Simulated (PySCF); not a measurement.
C₃H₉N (SMILES CCCN), singlet, geometry from GFN2-xTB; PySCF with DF-PBE0/def2-TZVPD.

Input for PySCF:
```python
from pyscf import gto, scf, dft

mol = gto.Mole()
mol.atom = '''
    C     1.835037    0.232087    0.492866
    C     0.588484    0.279358   -0.380446
    C    -0.636597   -0.270001    0.346524
    N    -1.777532   -0.301253   -0.555681
    H     2.690924    0.635416   -0.042840
    H     1.690082    0.817255    1.398921
    H     2.060650   -0.792329    0.780391
    H     0.742837   -0.308116   -1.286421
    H     0.391208    1.310944   -0.682578
    H    -0.816930    0.330817    1.255747
    H    -0.441342   -1.299367    0.661706
    H    -2.002306    0.638746   -0.866112
    H    -2.593944   -0.673258   -0.082717
'''
mol.basis = 'def2-tzvpd'
mol.charge = 0
mol.spin = 0
mol.verbose = 4
mol.max_memory = 1800
mol.build()

mf = dft.RKS(mol)
mf.xc = 'pbe0'
mf = mf.density_fit(auxbasis='def2-universal-jkfit')
mf.kernel()
```

What the program printed (banner, timings and long lists left out):

```
PySCF version 2.14.0

[INPUT] verbose = 4
[INPUT] num. atoms = 13
[INPUT] num. electrons = 34
[INPUT] charge = 0
[INPUT] spin (= nelec alpha-beta = 2S) = 0
[INPUT] symmetry False subgroup None
[INPUT] Mole.unit = angstrom
[INPUT] Symbol           X                Y                Z      unit          X                Y                Z       unit  Magmom
[INPUT]  1 C      1.835037000000   0.232087000000   0.492866000000 AA    3.467717358443   0.438580867072   0.931381756110 Bohr   0.0
[INPUT]  2 C      0.588484000000   0.279358000000  -0.380446000000 AA    1.112073588689   0.527910110706  -0.718938745186 Bohr   0.0
[INPUT]  3 C     -0.636597000000  -0.270001000000   0.346524000000 AA   -1.202993981720  -0.510227943359   0.654835455589 Bohr   0.0
[INPUT]  4 N     -1.777532000000  -0.301253000000  -0.555681000000 AA   -3.359048657650  -0.569285664204  -1.050084902624 Bohr   0.0
[INPUT]  5 H      2.690924000000   0.635416000000  -0.042840000000 AA    5.085109382019   1.200762215167  -0.080955867176 Bohr   0.0
[INPUT]  6 H      1.690082000000   0.817255000000   1.398921000000 AA    3.193792108057   1.544388123931   2.643577559903 Bohr   0.0
[INPUT]  7 H      2.060650000000  -0.792329000000   0.780391000000 AA    3.894064138585  -1.497284810551   1.474725260075 Bohr   0.0
[INPUT]  8 H      0.742837000000  -0.308116000000  -1.286421000000 AA    1.403758485194  -0.582254854596  -2.430983370889 Bohr   0.0
[INPUT]  9 H      0.391208000000   1.310944000000  -0.682578000000 AA    0.739275977739   2.477325124642  -1.289885478653 Bohr   0.0
[INPUT] 10 H     -0.816930000000   0.330817000000   1.255747000000 AA   -1.543773962941   0.625153527350   2.373017911744 Bohr   0.0
[INPUT] 11 H     -0.441342000000  -1.299367000000   0.661706000000 AA   -0.834015507268  -2.455447765298   1.250443114981 Bohr   0.0
[INPUT] 12 H     -2.002306000000   0.638746000000  -0.866112000000 AA   -3.783809957573   1.207055003161  -1.636714473199 Bohr   0.0
[INPUT] 13 H     -2.593944000000  -0.673258000000  -0.082717000000 AA   -4.901843742459  -1.272273231172  -0.156312475846 Bohr   0.0

nuclear repulsion = 131.830546177288
number of shells = 97
number of NR pGTOs = 307
number of NR cGTOs = 229
basis = def2-tzvpd
ecp = {}

******** <class 'pyscf.df.df_jk.DFRKS'> ********
method = DFRKS
initial guess = minao
damping factor = 0
level_shift factor = 0
DIIS = <class 'pyscf.scf.diis.CDIIS'>
diis_start_cycle = 1
diis_space = 8
diis_damp = 0
SCF conv_tol = 1e-09
SCF conv_tol_grad = None
SCF max_cycles = 50
direct_scf = False
XC library pyscf.dft.libxc version 7.1.2
    S. Lehtola, C. Steigemann, M. J. T. Oliveira, and M. A. L. Marques,  SoftwareX 7, 1–5 (2018)
XC functionals = pbe0
    C. Adamo and V. Barone,  J. Chem. Phys. 110, 6158 (1999)
    M. Ernzerhof and G. E. Scuseria,  J. Chem. Phys. 110, 5029 (1999)
radial grids:
    Treutler-Ahlrichs [JCP 102, 346 (1995); DOI:10.1063/1.469408] (M4) radial grids

becke partition: Becke, JCP 88, 2547 (1988); DOI:10.1063/1.454033
pruning grids: <function nwchem_prune>
grids dens level: 3
symmetrized grids: False
atomic radii adjust function: <function treutler_atomic_radii_adjust>
small_rho_cutoff = 0
Set gradient conv threshold to 3.16228e-05
Initial guess from minao.
tot grids = 144528
******** <class 'pyscf.df.df.DF'> ********
auxbasis = def2-universal-jkfit
init E= -174.468861488414
  HOMO = -0.296020365486882  LUMO = -0.0111045068926036  gap/eV = 7.75296
cycle= 1 E= -174.292486361294  delta_E= 0.176  |g|= 0.423  |ddm|= 2.99
  HOMO = -0.175165201248497  LUMO = 0.0256550675033188  gap/eV = 5.46460
cycle= 2 E= -174.273295489033  delta_E= 0.0192  |g|= 0.524  |ddm|= 2.02
  HOMO = -0.253533666053997  LUMO = 0.0150831901880643  gap/eV = 7.30944
cycle= 3 E= -174.337772676496  delta_E= -0.0645  |g|= 0.0399  |ddm|= 1.06
  HOMO = -0.247884482200291  LUMO = 0.015575903658183  gap/eV = 7.16912
cycle= 4 E= -174.337971256956  delta_E= -0.000199  |g|= 0.0246  |ddm|= 0.0844
  HOMO = -0.250789392773548  LUMO = 0.0155530470777763  gap/eV = 7.24755
cycle= 5 E= -174.338103196638  delta_E= -0.000132  |g|= 0.00347  |ddm|= 0.0334
  HOMO = -0.250610578589331  LUMO = 0.015480755210037  gap/eV = 7.24071
cycle= 6 E= -174.338105821231  delta_E= -2.62e-06  |g|= 0.000816  |ddm|= 0.00852
  HOMO = -0.250606003076733  LUMO = 0.0154994010169968  gap/eV = 7.24110
cycle= 7 E= -174.338105964114  delta_E= -1.43e-07  |g|= 0.00027  |ddm|= 0.00121
  HOMO = -0.250603938417669  LUMO = 0.0155003707838323  gap/eV = 7.24107
cycle= 8 E= -174.338105980342  delta_E= -1.62e-08  |g|= 3.45e-05  |ddm|= 0.000376
  HOMO = -0.25060344272007  LUMO = 0.0154998762400794  gap/eV = 7.24104
cycle= 9 E= -174.33810598064  delta_E= -2.98e-10  |g|= 8.18e-06  |ddm|= 8.6e-05
  HOMO = -0.250603604272108  LUMO = 0.0154999297898913  gap/eV = 7.24105
Extra cycle  E= -174.338105980641  delta_E= -1.53e-12  |g|= 8.68e-06  |ddm|= 3.15e-05
converged SCF energy = -174.338105980641
```
